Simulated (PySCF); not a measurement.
# From computed data to an observable: chemical shift, span and skew from a shielding tensor

C4H9NSi, SMILES [SiH3]N1CC=CC1. Atoms are numbered in the order given.

```xyz
15

Si     1.9968     0.0115     0.0000
N      0.2659     0.0405     0.0000
C     -0.5584    -0.0446     1.2062
C     -1.9586     0.0277     0.6688
C     -1.9586     0.0277    -0.6688
C     -0.5584    -0.0446    -1.2062
H      2.4768     0.7128     1.2301
H      2.4768     0.7128    -1.2301
H      2.6126    -1.3599     0.0000
H     -0.3381     0.7805     1.9158
H     -0.4105    -0.9883     1.7804
H     -2.8410     0.0540     1.3129
H     -2.8410     0.0540    -1.3129
H     -0.4105    -0.9883    -1.7804
H     -0.3381     0.7805    -1.9158
```
Charge 0, spin multiplicity 1.

Geometry optimised at r2SCAN-D4/def2-SVP. The structure was generated by enumeration, and PubChem lists no compound with its InChIKey, so it may never have been made. One conformer was computed; it need not be the lowest.

GIAO shieldings from PySCF with PBE/pcSseg-1, non-relativistic, no solvent. The symmetric part of the tensor of N2 has the principal values 166.7, 268.9, 277.2 ppm. The same nucleus in NH3 has σ = 267.0 ppm at this level (PySCF, at its B3LYP-D3(BJ)/def2-TZVP geometry).

Problem. Work out the isotropic shielding, the ¹⁵N shift against NH3, the span and the skew.

Solution. 
σ(iso) = (σ11 + σ22 + σ33)/3 = 237.6 ppm. δ = σ(ref) − σ(iso) = 267.0 − (237.6) = 29.4 ppm.
Span Ω = σ33 − σ11 = 110.5 ppm. Skew κ = 3(σ(iso) − σ22)/Ω = -0.85. Tumbling in solution averages the tensor to δ; in a static solid the shielding alone would spread this spin-1/2 line over Ω.
